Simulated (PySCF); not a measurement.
CrO2F2, SMILES [O]=[Cr](=[O])([F])[F], multiplicity 1.

Geometry optimised at PBE0-D3(BJ)/def2-SVP. The multiplicity is an assumed one; other spin states were not compared. The isomer is the one that the SMILES or the coordinates give; other isomers of the formula were not compared.

Method: TDA-CAM-B3LYP/def2-SVPD (PySCF).

Vertical excitations.  State labels are in the subgroup C2v.

```json
[
 {"state": "S1", "symmetry": "B1", "energy (eV)": "3.53", "λ (nm)": "351", "f": "0.001", "main pairs": "HOMO→LUMO+1 97 %"},
 {"state": "S2", "symmetry": "B2", "energy (eV)": "3.59", "λ (nm)": "346", "f": "0.004", "main pairs": "HOMO→LUMO 91 %"},
 {"state": "S3", "symmetry": "A2", "energy (eV)": "4.42", "λ (nm)": "280", "f": "0.000", "main pairs": "HOMO−2→LUMO 80 %, HOMO→LUMO+2 12 %"},
 {"state": "S4", "symmetry": "B1", "energy (eV)": "4.46", "λ (nm)": "278", "f": "0.006", "main pairs": "HOMO−1→LUMO 93 %"},
 {"state": "S5", "symmetry": "A2", "energy (eV)": "4.61", "λ (nm)": "269", "f": "0.000", "main pairs": "HOMO→LUMO+2 83 %, HOMO−2→LUMO 14 %"},
 {"state": "S6", "symmetry": "A1", "energy (eV)": "4.83", "λ (nm)": "257", "f": "0.000", "main pairs": "HOMO−3→LUMO 71 %, HOMO−2→LUMO+1 22 %"},
 {"state": "S7", "symmetry": "A2", "energy (eV)": "5.03", "λ (nm)": "246", "f": "0.000", "main pairs": "HOMO−3→LUMO+1 90 %"},
 {"state": "S8", "symmetry": "B2", "energy (eV)": "5.09", "λ (nm)": "243", "f": "0.002", "main pairs": "HOMO−1→LUMO+1 60 %, HOMO→LUMO+3 30 %"},
 {"state": "S9", "symmetry": "B2", "energy (eV)": "5.51", "λ (nm)": "225", "f": "0.000", "main pairs": "HOMO−4→LUMO 83 %"},
 {"state": "S10", "symmetry": "A1", "energy (eV)": "5.55", "λ (nm)": "223", "f": "0.003", "main pairs": "HOMO−2→LUMO+1 53 %, HOMO−1→LUMO+2 30 %"},
 {"state": "T1", "symmetry": "B2", "energy (eV)": "2.88", "λ (nm)": "431", "f": "0", "main pairs": "HOMO→LUMO 94 %"},
 {"state": "T2", "symmetry": "B1", "energy (eV)": "3.09", "λ (nm)": "401", "f": "0", "main pairs": "HOMO→LUMO+1 95 %"},
 {"state": "T3", "symmetry": "A1", "energy (eV)": "3.66", "λ (nm)": "339", "f": "0", "main pairs": "HOMO−2→LUMO+1 59 %, HOMO−1→LUMO+2 14 %, HOMO−3→LUMO 11 %, HOMO−7→LUMO+1 10 %"},
 {"state": "T4", "symmetry": "B2", "energy (eV)": "3.80", "λ (nm)": "326", "f": "0", "main pairs": "HOMO−1→LUMO+1 75 %, HOMO−2→LUMO+2 14 %"}
]
```
Triplets are in the Tamm–Dancoff approximation.
